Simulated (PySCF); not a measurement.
**KBe: one state, many levels of theory**

State: ²Σ⁺ (doublet), unpaired electrons σ ↑. Set-up: basis K 3-21G, Be 3-21G; no relativity; PySCF 2.14. De refers to K + Be in their ground configurations, without counterpoise correction. The functionals are run spin-unrestricted. A positive dipole means K(−)Be(+). Levels whose curve was spin-contaminated or gave no clean fit are not listed.

```csv
Level,Re (Å),ωe (cm⁻¹),De (eV),μ (D)
PBE,3.462,153,0.349,-2.71
revPBE,3.527,146,0.311,-2.73
r²SCAN,3.532,150,0.341,-3.04
PBE0,3.505,146,0.273,-2.79
M06,3.467,150,0.259,-2.55
HSE06,3.503,147,0.285,-2.72
M06-2X,3.465,145,0.255,-1.93
```

Q: What does a quarter of exact exchange do here, going from PBE to PBE0?

A: PBE0 less PBE: +4.3 pm in Re, -4.6 % in ωe, -0.08 eV in De. Exact exchange removes part of the self-interaction that spreads semilocal densities, and in most molecules shortens and stiffens the bond and lowers De; here Re and ωe go the other way.

Q: What does the step from GGA to meta-GGA do here, going from PBE to r²SCAN?

A: r²SCAN less PBE: +7.0 pm in Re, -2.0 % in ωe, -0.01 eV in De. 

The bond is weak. Basis-set superposition, not corrected here, can be much of De in a small basis, most of all at correlated wavefunction levels. Functionals without a dispersion term scatter widely for such bonds, and LDA overbinds them. 3-21G is very small, so such numbers show the basis as much as the molecule. The state was picked by a PBE0 search and need not be the measured ground state.
